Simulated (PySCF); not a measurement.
Broadened absorption spectrum of C6H7F3

Species: C6H7F3.
SMILES: `FC[C@]1(C(F)F)[C@@H]2C[C@@H]21`

The calculation used PySCF, TDDFT CAM-B3LYP/def2-SVPD, vertical, gas phase, core orbitals frozen in the response. Isolated species at its GFN2-xTB geometry (one conformer only). Torsions of this conformer, `[F:1][CH2:2][C@:3]1([CH:4]([F:5])[F:6])[C@@H:7]2[CH2:8][C@H:9]12`: F1–C2–C3–C4 -66°, C2–C3–C4–F5 -68°.

Computed states:

```tsv
state	E (eV)	f
S1	7.60	0.0009
S2	7.81	0.049
S3	7.93	0.015
S4	8.20	0.011
S5	8.45	0.036
S6	8.87	0.010
S7	9.26	0.0062
S8	9.33	0.015
```

Broadening: Gaussians 0.25 eV wide at half height, area fixed by f = 4.319×10⁻⁹ ∫ε dν̃. The cross-section is σ = 3.8235×10⁻²¹ ε cm², given in Mb (10⁻¹⁸ cm²). The width is an assumption, not a result. The curve ends short of the highest state used, and states not computed would add to its high-energy end.

**Question.** What does the envelope look like, and where are its maxima?

**Answer.** 
```json
{"E (eV)": "7.22", "σ (Mb)": "0.00"}
{"E (eV)": "7.29", "σ (Mb)": "0.01"}
{"E (eV)": "7.35", "σ (Mb)": "0.03"}
{"E (eV)": "7.42", "σ (Mb)": "0.12"}
{"E (eV)": "7.48", "σ (Mb)": "0.36"}
{"E (eV)": "7.55", "σ (Mb)": "1.31"}
{"E (eV)": "7.62", "σ (Mb)": "4.36"}
{"E (eV)": "7.68", "σ (Mb)": "9.92"}
{"E (eV)": "7.75", "σ (Mb)": "18.56"}
{"E (eV)": "7.81", "σ (Mb)": "23.49"}
{"E (eV)": "7.88", "σ (Mb)": "22.10"}
{"E (eV)": "7.94", "σ (Mb)": "16.23"}
{"E (eV)": "8.01", "σ (Mb)": "9.14"}
{"E (eV)": "8.08", "σ (Mb)": "5.46"}
{"E (eV)": "8.14", "σ (Mb)": "5.00"}
{"E (eV)": "8.21", "σ (Mb)": "5.79"}
{"E (eV)": "8.27", "σ (Mb)": "7.12"}
{"E (eV)": "8.34", "σ (Mb)": "10.43"}
{"E (eV)": "8.40", "σ (Mb)": "13.97"}
{"E (eV)": "8.47", "σ (Mb)": "14.93"}
{"E (eV)": "8.54", "σ (Mb)": "10.76"}
{"E (eV)": "8.60", "σ (Mb)": "5.91"}
{"E (eV)": "8.67", "σ (Mb)": "2.57"}
{"E (eV)": "8.73", "σ (Mb)": "2.26"}
```

Maxima: 158 nm (7.83 eV), ε about 6300, made up of S2 (83%) and S3 (17%); 147 nm (8.45 eV), ε about 4000, made up of S5 (98%) (ε in L mol⁻¹ cm⁻¹; maxima over ε = 5, shares over 10%). At its high-energy end, 8.73 eV, the curve is still rising (ε about 590, from S5 and S6).

**Question.** What would ε be at 7.83 eV, the highest of these maxima, with half the width (0.125 eV)?

**Answer.** About 10500 L mol⁻¹ cm⁻¹ against 6260, a factor of about 1.7; a lone state at its own centre would give exactly 2.

**Question.** Does any computed singlet lie in the visible range?

**Answer.** No computed singlet lies in the visible range (380 to 750 nm); the lowest, at 163 nm, stands 4.33 eV above its violet end (3.26 eV).

**Question.** Coming from long wavelengths, where does ε first pass 100 L mol⁻¹ cm⁻¹?

**Answer.** At about 166 nm (7.48 eV), 0.11 eV below S1.

Without π bonds the low states are Rydberg-like; a valence basis with one diffuse set may place them up to an eV too high.
